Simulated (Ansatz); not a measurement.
Reaction (cleavage of the Si–Sn bond): `[OH][SnH2][SiH2]Cl` + `C=C=N` → `C=C=N[SiH2]Cl` + `[OH][SnH3]`

Isolated molecules relaxed with PBE0-D4/def2-TZVP in Ansatz; ΔE leaves out vibrations. CCSD(T)/CBS is the MP2 limit (def2-TZVPP, def2-QZVPP) plus CCSD(T) − MP2 in def2-TZVPP, frozen cores. This one scheme is used for every species. DFT in def2-TZVPP. B3LYP here is the variant with VWN-RPA as its local correlation; programs differ in this. def2 core potentials past Kr. For Sn outer-core shells are correlated without core-valence functions, which leaves a few kJ/mol of doubt a bond. Each species was taken in one conformer, which may not be the lowest.

(1) Is it downhill or uphill in electronic energy at CCSD(T)/CBS, and by how much? (Estimate.)

(2) What do these levels give: PBE-D4, r2SCAN-D4, B3LYP-D4, B2PLYP, r2SCAN, HF/def2-TZVPP, SCS-MP2/def2-TZVPP, CCSD/def2-TZVPP, HF/def2-QZVPP, SCS-MP2/def2-QZVPP, MP2/CBS(def2), CCSD/CBS(def2)? (Best estimate.)

Largest T1 diagnostic among the species: 0.015.

Results:

(1) Ansatz gave: Downhill: ΔE = -0.51 eV.

(2) Computed: PBE-D4 -0.37, r2SCAN-D4 -0.52, B3LYP-D4 -0.54, B2PLYP -0.58, r2SCAN -0.52, HF/def2-TZVPP -0.74, SCS-MP2/def2-TZVPP -0.64, CCSD/def2-TZVPP -0.57, HF/def2-QZVPP -0.75, SCS-MP2/def2-QZVPP -0.62, MP2/CBS(def2) -0.58, CCSD/CBS(def2) -0.52 eV.

From PBE to PBE0 (25 % exact exchange), in def2-TZVPP and without D4, ΔE moves by −0.07 eV. In def2-TZVPP, CCSD(T) changes the Hartree–Fock value by +0.18 eV (the triples alone add +0.01 eV) and MP2 by +0.10 eV.
